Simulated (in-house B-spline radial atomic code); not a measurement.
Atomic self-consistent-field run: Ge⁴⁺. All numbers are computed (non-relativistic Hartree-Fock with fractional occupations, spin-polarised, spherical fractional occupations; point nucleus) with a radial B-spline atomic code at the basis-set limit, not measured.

Command:
```bash
python run_scf.py task.json out
```
Settings:
```
Z                32
configuration    [Ar] 3d10
hamiltonian      nr
method           hf,
spin_polarised   True
```

Output (hartree, bohr):
```
 radial grid: 47 intervals, B-splines of order 8, outer radius 14.6809 bohr

 iter        energy (Eh)    residual
    1       -2060.780393    5.11e-01
    2       -2066.620592    5.63e-01
    3       -2071.524597    1.10e-01
    4       -2071.741332    2.34e-02
    5       -2071.744996    1.16e-02
    6       -2071.747460    1.03e-03
    7       -2071.747485    1.39e-04
    8       -2071.747485    2.39e-05
    9       -2071.747485    1.29e-06
   10       -2071.747485    1.13e-08

 total energy                     -2071.74749
 kinetic                            2071.7475
 electron-nucleus                  -4911.2180
 Hartree                             844.1985
 exact exchange                      -76.4755

 orbital      occ     eigenvalue          <r>       <r^2>       <1/r>     <1/r^2>       r_max
 1s up      1.000      -407.0695    0.0478366  0.00306571     31.5077     1995.34     0.03159
 1s down    1.000      -407.0695    0.0478366  0.00306571     31.5077     1995.34     0.03159
 2s up      1.000       -53.9417     0.213056   0.0534731     6.95026     197.152      0.1791
 2s down    1.000       -53.9417     0.213056   0.0534731     6.95026     197.152      0.1791
 2p up      3.000       -48.0354     0.185175   0.0419437     6.89073     64.7617      0.1428
 2p down    3.000       -48.0354     0.185175   0.0419437     6.89073     64.7617      0.1428
 3s up      1.000        -8.9644     0.632767    0.460646     2.22984      30.291      0.5513
 3s down    1.000        -8.9644     0.632767    0.460646     2.22984      30.291      0.5513
 3p up      3.000        -6.9453     0.649431    0.494354     2.10646     9.63168      0.5486
 3p down    3.000        -6.9453     0.649431    0.494354     2.10646     9.63168      0.5486
 3d up      5.000        -3.4189     0.707826     0.62484     1.81168     4.34366      0.5069
 3d down    5.000        -3.4189     0.707826     0.62484     1.81168     4.34366      0.5069
```

Cost of the run: 0.25 s on 1 thread of Arm Neoverse V1 (shared host).
